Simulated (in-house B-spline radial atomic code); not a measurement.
The outermost shell (largest non-relativistic mean radius) with and without relativity; Dirac values are averaged over j. Computed with a B-spline radial code for spherical atoms: non-relativistic Hartree-Fock and Dirac-Hartree-Fock, averages of the configuration (point nuclei without relativity, finite nuclei with it).

```json
{"ion": "Re+", "configuration": "[Xe] 4f14 5d5 6s1", "outermost shell": "6s", "radius non-relativistic (bohr)": "3.3402", "radius Dirac (bohr)": "3.0057", "radius change (%)": "-10.015", "level non-relativistic (eV)": "-13.056", "level Dirac (eV)": "-14.88", "spin-orbit splitting (eV)": "-"}
{"ion": "Os+", "configuration": "[Xe] 4f14 5d6 6s1", "outermost shell": "6s", "radius non-relativistic (bohr)": "3.2576", "radius Dirac (bohr)": "2.9125", "radius change (%)": "-10.594", "level non-relativistic (eV)": "-13.402", "level Dirac (eV)": "-15.419", "spin-orbit splitting (eV)": "-"}
{"ion": "Ir+", "configuration": "[Xe] 4f14 5d7 6s1", "outermost shell": "6s", "radius non-relativistic (bohr)": "3.1837", "radius Dirac (bohr)": "2.828", "radius change (%)": "-11.174", "level non-relativistic (eV)": "-13.721", "level Dirac (eV)": "-15.934", "spin-orbit splitting (eV)": "-"}
{"ion": "Pt+", "configuration": "[Xe] 4f14 5d9", "outermost shell": "5d", "radius non-relativistic (bohr)": "1.5914", "radius Dirac (bohr)": "1.6224", "radius change (%)": "1.9511", "level non-relativistic (eV)": "-20.405", "level Dirac (eV)": "-19.522", "spin-orbit splitting (eV)": "1.5028"}
{"ion": "Au+", "configuration": "[Xe] 4f14 5d10", "outermost shell": "5d", "radius non-relativistic (bohr)": "1.5251", "radius Dirac (bohr)": "1.553", "radius change (%)": "1.8276", "level non-relativistic (eV)": "-21.788", "level Dirac (eV)": "-20.849", "spin-orbit splitting (eV)": "1.7613"}
{"ion": "Hg+", "configuration": "[Xe] 4f14 5d10 6s1", "outermost shell": "6s", "radius non-relativistic (bohr)": "3.0007", "radius Dirac (bohr)": "2.6127", "radius change (%)": "-12.931", "level non-relativistic (eV)": "-14.558", "level Dirac (eV)": "-17.384", "spin-orbit splitting (eV)": "-"}
{"ion": "Tl+", "configuration": "[Xe] 4f14 5d10 6s2", "outermost shell": "6s", "radius non-relativistic (bohr)": "2.8097", "radius Dirac (bohr)": "2.472", "radius change (%)": "-12.02", "level non-relativistic (eV)": "-15.942", "level Dirac (eV)": "-18.763", "spin-orbit splitting (eV)": "-"}
{"ion": "Pb+", "configuration": "[Xe] 4f14 5d10 6s2 6p1", "outermost shell": "6p", "radius non-relativistic (bohr)": "3.1439", "radius Dirac (bohr)": "3.0383", "radius change (%)": "-3.3584", "level non-relativistic (eV)": "-13.209", "level Dirac (eV)": "-13.402", "spin-orbit splitting (eV)": "1.758"}
{"ion": "Bi+", "configuration": "[Xe] 4f14 5d10 6s2 6p2", "outermost shell": "6p", "radius non-relativistic (bohr)": "2.9073", "radius Dirac (bohr)": "2.8111", "radius change (%)": "-3.3081", "level non-relativistic (eV)": "-14.879", "level Dirac (eV)": "-15.128", "spin-orbit splitting (eV)": "2.3384"}
```
